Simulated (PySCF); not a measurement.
**How methods differ on the excitation energy of Zn**

Zn [Ar] 3d10 4s2 (1S) → Zn [Ar] 3d10 4s1 4p1 (3P), as a difference of total energies. Calculation: PySCF 2.14, in x2c-TZVPPall (6s5p4d2f1g, 64 functions); the spin-free X2C one-electron Hamiltonian (Gaussian nucleus). Correlated levels: valence: [Ar] frozen. The calculations carry no spin-orbit coupling.

Q: Order these methods by the excitation energy they give, lowest first.
A. UHF
B. SCS-MP2 (valence)
C. MP2 (valence)
D. CCSD (valence)

A: A (26317 cm⁻¹), C (34377 cm⁻¹), D (35001 cm⁻¹), B (35291 cm⁻¹).

Errors of the correlated levels include the incompleteness of this basis and the frozen core.

The basis was made for the ground configuration and has no added diffuse functions, so the excitation energy can come out too high.

For comparison: 32696 cm⁻¹ (measured; NIST levels, between the centres of gravity of the two terms).
